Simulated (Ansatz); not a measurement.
A nudged elastic band was laid between two geometries of BClF2 + H4Si (9 atoms, charge 0, multiplicity 1).

Method: RKS B3LYP-D4/6-31G* in Ansatz 0.2.0.

```json
{
 "movable images": "7",
 "climbing image": "yes",
 "spring": "5.0 eV/Å²",
 "optimiser": "quadratic models (default)",
 "start path": "through a guess of the saddle point",
 "force threshold": "0.05 eV/Å",
 "iteration limit": "50",
 "end points": "relaxed"
}
```

Image 0:

```xyz
9
Properties=species:S:1:pos:R:3
B 0.074 0.668 -0.239
F -0.561 1.385 0.662
Cl 1.764 0.977 -0.593
F -0.576 -0.278 -0.887
Si 0.440 -2.700 1.219
H -0.911 -3.172 0.824
H 1.342 -2.708 0.041
H 0.993 -3.580 2.281
H 0.339 -1.314 1.750
```

Image 8:

```xyz
9
Properties=species:S:1:pos:R:3
B 0.055 -0.661 -0.276
F 0.681 0.402 1.987
Cl 1.062 0.080 -1.527
F -1.073 -0.014 0.033
Si 0.518 -2.439 0.579
H 0.305 -3.535 -0.408
H 1.942 -2.450 0.996
H -0.349 -2.696 1.760
H -0.236 0.590 1.914
```

Task: Which bonds break or form, and what moves?

Result: Bonds broken: B1–F2, Si5–H9. Bonds formed: B1–Si5, F2–H9. BClF2 + H4Si becomes BClFH3Si + FH.

Task: What energy profile does the band end with?

Result: The run converged. The highest image is number 4 of 0 to 8, 283.0 kJ/mol above the first end and 99.1 kJ/mol above the last; the last end lies 183.9 kJ/mol above the first. Neighbouring images differ by up to 2.2 eV, so the band resolves the path poorly. A vibrational analysis at the climbing image gives 2 clearly imaginary modes (1143i, 83i cm⁻¹): a point of higher order, so a lower path passes nearby. The orbitals stay closed-shell, which can raise the energy where a bond breaks towards radicals; this wasn't checked here.

```csv
image,path coordinate (Å),energy (kJ/mol),B1–F2 (Å),Si5–H9 (Å),B1–Si5 (Å)
0,0.00,0.0,1.31,1.49,3.69
1,0.83,1.3,1.31,1.49,3.69
2,1.66,8.2,1.32,1.48,3.40
3,2.50,66.3,1.34,1.50,2.79
4,3.33,283.0,1.64,1.90,2.22
5,4.23,204.7,2.20,2.50,2.05
6,5.12,193.2,2.49,2.93,2.03
7,6.02,187.3,2.52,3.21,2.03
8,6.91,183.9,2.58,3.40,2.03
```

Task: What is the geometry of the highest image?

Result: 
```xyz
9
Properties=species:S:1:pos:R:3
B 0.148 -0.243 0.027
F -0.059 0.534 1.456
Cl 1.616 0.401 -0.772
F -1.013 -0.179 -0.628
Si 0.469 -2.305 0.784
H -0.629 -3.074 0.153
H 1.799 -2.713 0.279
H 0.428 -2.567 2.256
H 0.144 -0.576 1.502
```

The band took 21 iterations and roughly 15 core-minutes.

Time of the run: 7.8 min on 2 threads of Intel(R) Xeon(R) Platinum 8175M CPU @ 2.50GHz (Skylake/Cascade Lake) (shared host), peak memory 0.21 GiB.
